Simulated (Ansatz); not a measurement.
Consider the redistribution: `[CH3][InH][C]#N` + `CO[SiH2]O[SiH3]` → `[CH3][InH][O][SiH3]` + `CO[SiH2]C#N`.

Calculated with Ansatz (gas phase, PBE0-D4/def2-TZVP geometries, no zero-point term in ΔE). CCSD(T)/CBS is the MP2 limit (def2-TZVPP, def2-QZVPP) plus CCSD(T) − MP2 in def2-TZVPP, frozen cores. DFT in def2-TZVPP. B3LYP here is the variant with VWN-RPA as its local correlation; programs differ in this. HSE06 is defined as in plane-wave codes. Elements past krypton have def2 core potentials. For In outer-core shells are correlated without core-valence functions, which leaves a few kJ/mol of doubt a bond. One conformer a species, not always the lowest.

(1) Is it downhill or uphill in electronic energy at CCSD(T)/CBS, and by how much? (An estimate is asked.)

(2) What do these levels give: PBE-D4, HSE06-D4, BHLYP-D4, PBE0, B3LYP, r2SCAN0, RPA@PBE/def2-TZVPP, HF/def2-SVP, CCSD/def2-SVP, CCSD(T)/def2-SVP, HF/def2-TZVPP, MP2/def2-QZVPP? (An estimate is asked.)

Largest T1 diagnostic among the species: 0.014.

Answers

(1) Computed: Uphill: ΔE = +16.6 kcal/mol.

(2) Ansatz gave: PBE-D4 14.4, HSE06-D4 16.9, BHLYP-D4 19.3, PBE0 16.9, B3LYP 16.9, r2SCAN0 18.0, RPA@PBE/def2-TZVPP 17.6, HF/def2-SVP 19.4, CCSD/def2-SVP 15.8, CCSD(T)/def2-SVP 15.1, HF/def2-TZVPP 22.1, MP2/def2-QZVPP 16.7 kcal/mol.

From BLYP to BHLYP (50 % exact exchange), in def2-TZVPP and without D4, ΔE moves by +4.7 kcal/mol. In def2-TZVPP, CCSD(T) changes the Hartree–Fock value by −4.1 kcal/mol (the triples alone add −0.8 kcal/mol) and MP2 by −4.6 kcal/mol. Leaving LDA and LC-ωPBE aside and taking each functional with its dispersion term where it has one, the values, not all of them listed here, spread over 5.0 kcal/mol, from revPBE-D4 to BHLYP-D4. LDA lies +1.2 kcal/mol from PBE without D4.
